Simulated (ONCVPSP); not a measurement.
Au (Z = 79): variants of one ONCV potential

Base potential:

gold (Au), optimised norm-conserving Vanderbilt (ONCV), made with ONCVPSP 4.0.1 (PBE, scalar-relativistic). Core [Kr] 4d10, reference 4f14 5s2 5p6 5d10 6s1. Waves: 5s+6s: rc 1.50 bohr, ncon 3, nbas 6, qcut 7.7 1/bohr, 2 projectors; 5p: rc 1.70 bohr, ncon 5, nbas 9, qcut 7.8 1/bohr, 2 projectors, debl 1.8 Ha; 5d: rc 2.05 bohr, ncon 4, nbas 9, qcut 6.8 1/bohr, 2 projectors, debl 1.6 Ha; 4f: rc 0.60 bohr, ncon 4, nbas 9, qcut 24.5 1/bohr, 2 projectors, debl 1.6 Ha. Local part: polynomial inside 0.55 bohr (lpopt 5, dvloc0 0 Ha). Core correction: Teter function, fcfact 5.25, rcfact 1.15.

In the p channel the program set the typed energies aside and used -2.197, 0.250 Ha. In the f channel the program set the typed energies aside and used -2.981, 0.250 Ha.

Cutoffs, loose and tight: the cutoffs (Ha) at which the residual kinetic energy of the hardest occupied pseudo-wave falls to 1 and 0.1 mHa per electron. They do not see the model core or the augmentation charge, which bear on the density cutoff. Test errors are all-electron minus pseudo excitation energies from the reference, over the configurations 4f14 5s2 5p6 5d10 6s0; 4f14 5s2 5p6 5d9 6s0; 4f14 5s2 5p6 5d8 6s0; 4f14 5s2 5p6 5d9 6s2. A dash means not determined; rows that change the core or the reference have their own tests.

A true bound ghost makes a file unfit for plane-wave use even where its test errors are small: the radial tests pick states by their node count and pass the ghost by.

| change | outcome | cutoff, loose | cutoff, tight | bound ghosts | GHOST(+) flags above zero | largest test error (meV) |
| --- | --- | --- | --- | --- | --- | --- |
| base | generated, projector energies reset by the program | 307 Ha | 928 Ha | s, p, d | none | -7.4 |
| f: qcut 15.7 | generated, projector energies reset by the program | 1258 Ha | 1891 Ha | s, p, d | f | -7.4 |
| f: qcut 19.7 | generated, projector energies reset by the program | 991 Ha | 1398 Ha | s, p, d | none | -7.5 |
| f: qcut 23.3 | generated, projector energies reset by the program | 633 Ha | 988 Ha | s, p, d | none | -7.4 |
| f: qcut 27.4 | generated, projector energies reset by the program | 336 Ha | 366 Ha | s, p, d | none | -7.4 |
| f: qcut 31.3 | generated, projector energies reset by the program | 392 Ha | 429 Ha | s, p, d | none | -7.4 |
| f: qcut 36.5 | generated, projector energies reset by the program | 459 Ha | 513 Ha | s, p, d | none | -7.4 |

Reading the sweep of the qcut of the f channel (base included, trends over the rows without a ghost): Bound ghosts are found at 15.7, 19.7, 23.3, 24.5, 27.4, 31.3, 36.5 1/bohr. Every judged row has one, so this setting neither creates nor removes them.
